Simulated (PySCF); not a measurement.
**Mn⁺ (manganese, charge +1) across methods**

[Ar] 3d6, high-spin 5D determinant (an excited configuration). Computed with PySCF 2.14 in x2c-TZVPPall (6s5p4d2f1g, 64 functions), with scalar relativity by spin-free X2C-1e.

| method | E (hartree) | mean ε 3p β (eV) | mean ε 3d α (eV) | mean ε 3d β (eV) | Σ⟨r²⟩ (bohr²) | ⟨S²⟩ |
| --- | --- | --- | --- | --- | --- | --- |
| PW91 | -1158.292 | -55.359 | -11.945 | -9.119 | 22.03 | 6.003 |
| wB97X | -1158.220 | -60.522 | -16.012 | -12.961 | 21.48 | 6.006 |
| PBE | -1157.974 | -55.271 | -11.871 | -9.020 | 22.04 | 6.004 |
| LDA | -1155.770 | -55.422 | -12.126 | -9.053 | 22.01 | 6.004 |
| LC-wPBE | -1158.037 | -60.501 | -16.470 | -13.429 | 21.60 | 6.003 |
| PBE0 | -1157.995 | -58.122 | -13.741 | -10.436 | 21.55 | 6.005 |
| M06-2X | -1158.199 | -61.296 | -15.929 | -12.131 | 21.34 | 6.013 |
| r2SCAN | -1158.172 | -55.961 | -12.019 | -8.879 | 21.72 | 6.007 |

Problem. Estimate the same row for UHF.

Solution. E (hartree) = -1157.02423; mean ε 3p β (eV) = -65.605; mean ε 3d α (eV) = -19.095; mean ε 3d β (eV) = -13.923; Σ⟨r²⟩ (bohr²) = 20.80; ⟨S²⟩ = 6.011.
